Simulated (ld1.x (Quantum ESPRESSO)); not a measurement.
## Plane-wave convergence, PAW potential for hydrogen (H)

- Element: H (Z = 1)
- Generator: ld1.x (Quantum ESPRESSO) 7.5
- Type: PAW
- Functional: PBE
- Relativity: non-relativistic
- Frozen core: none
- Valence charge: 1
- Reference configuration: 1s1
- Partial waves: 1s (bound): rcut 1.00, rcutus 1.35 bohr; 1s channel at 0.15 Ry: rcut 1.00, rcutus 1.35 bohr
- Local potential: all-electron potential smoothed inside 1.15 bohr (lloc = -1)
- Core correction: none
- Augmentation charge: BESSEL, radius 1.00 bohr

The pseudo-atom Hamiltonian at the reference potential is diagonalised in spherical Bessel functions j_l(qr) that vanish at 20 bohr, with q² up to the cutoff. All-electron valence levels (Ry): 1s -0.4772.

Q: How do the lowest levels (Ry) of each channel move with the cutoff, and are there ghosts?

A:

```
cutoff (Ry)     s #1    p #1    p #2    d #1    d #2    f #1    f #2  Σ f·Δε (mRy)
          8  -0.4503  0.0295  0.1002  0.0773  0.1847  0.1194  0.2591          26.9
         10  -0.4615  0.0295  0.1002  0.0773  0.1847  0.1194  0.2591          15.7
         15  -0.4727  0.0295  0.1002  0.0773  0.1847  0.1194  0.2591           4.5
         18  -0.4758  0.0295  0.1001  0.0773  0.1847  0.1194  0.2591           1.4
         25  -0.4770  0.0295  0.1001  0.0773  0.1847  0.1194  0.2591           0.2
         30  -0.4772  0.0295  0.1001  0.0773  0.1847  0.1194  0.2591           0.0
        400  -0.4772  0.0295  0.1001  0.0773  0.1847  0.1194  0.2591           0.0
```

Result: no extra level below or beside the all-electron valence levels (s, p, d, f tested); 10 mRy is reached at 12 Ry and 1 mRy at 21 Ry.
